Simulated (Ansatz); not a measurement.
`[F][Hf]([F])([F])[c]1ccccc1` + HCl → `[F][Hf]([F])([Cl])[c]1ccccc1` + H–F  (ligand exchange at the Hf–F bond)

Calculated with Ansatz (gas phase, PBE0-D4/def2-TZVP geometries, no zero-point term in ΔE). CCSD(T)/CBS adds triple-zeta CCSD(T) − MP2 to the extrapolated MP2 energy (def2 sets, frozen cores). This one scheme is used for every species. Functionals use def2-TZVPP. def2 core potentials past Kr. For Hf outer-core shells are correlated without core-valence functions, which leaves a few kJ/mol of doubt a bond. One conformer a species, not always the lowest.

`[F][Hf]([F])([F])[c]1ccccc1`:

```xyz
15

F    -0.235   -2.145    3.023
Hf   -0.017   -0.283    2.693
F    -1.466    0.756    3.355
F     1.641    0.391    3.337
C    -0.003   -0.058    0.508
C     0.151    1.200   -0.088
C     0.161    1.351   -1.466
C     0.014    0.239   -2.282
C    -0.141   -1.019   -1.720
C    -0.149   -1.164   -0.340
H     0.269    2.090    0.527
H     0.282    2.336   -1.904
H     0.021    0.354   -3.360
H    -0.255   -1.889   -2.358
H    -0.272   -2.160    0.075
```

HCl:

Z-matrix (Å, degrees):
```
Cl
H 1 1.279
```

`[F][Hf]([F])([Cl])[c]1ccccc1`:

Z-matrix (Å, degrees):
```
Hf
F 1 1.895
Cl 1 2.349 2 113.3
C 1 3.185 2 116.1 3 -97.8
F 1 1.895 2 109.5 3 127.6
C 1 3.118 2 93.5 3 -138.0
C 1 2.190 2 106.1 3 -118.3
C 4 1.387 1 156.2 2 -66.5
H 4 1.086 1 85.2 2 113.5
C 6 1.386 1 159.4 2 124.2
H 6 1.088 1 82.5 2 -55.7
C 8 1.387 4 120.0 1 -0.1
H 8 1.084 4 120.0 1 179.9
H 10 1.084 6 120.1 1 -179.9
H 12 1.084 8 120.0 4 180.0
```

H–F:

Cartesian coordinates in Å:
```
F 0.374 -0.107 0.245
H -0.374 0.107 -0.245
```

| species | revPBE-D4 energy (Eh) |
| --- | --- |
| `[F][Hf]([F])([F])[c]1ccccc1` | -579.61712 |
| HCl | -460.73668 |
| `[F][Hf]([F])([Cl])[c]1ccccc1` | -939.88771 |
| H–F | -100.45779 |

(1) Work out ΔE.

Largest T1 diagnostic among the species: 0.015.

Results:

(1) ΔE = (-939.88771) + (-100.45779) − (-579.61712) − (-460.73668) = 0.00830 Eh = +21.8 kJ/mol. CCSD(T)/CBS gives +13.0 kJ/mol.

From BLYP to BHLYP (50 % exact exchange), in def2-TZVPP and without D4, ΔE moves by −11.6 kJ/mol. Leaving LDA and LC-ωPBE aside and taking each functional with its dispersion term where it has one, the values, not all of them listed here, spread over 14.9 kJ/mol, from PBE-QIDH to BLYP-D4. LDA lies −3.6 kJ/mol from PBE without D4. The D4 term adds −5.6 kJ/mol with B3LYP and −3.3 kJ/mol with PBE0; it sums over pairs of atoms, weighted by their polarisabilities, and B3LYP, whose exchange is more repulsive, gets the larger term.

B3LYP here is the variant with VWN-RPA as its local correlation; programs differ in this.
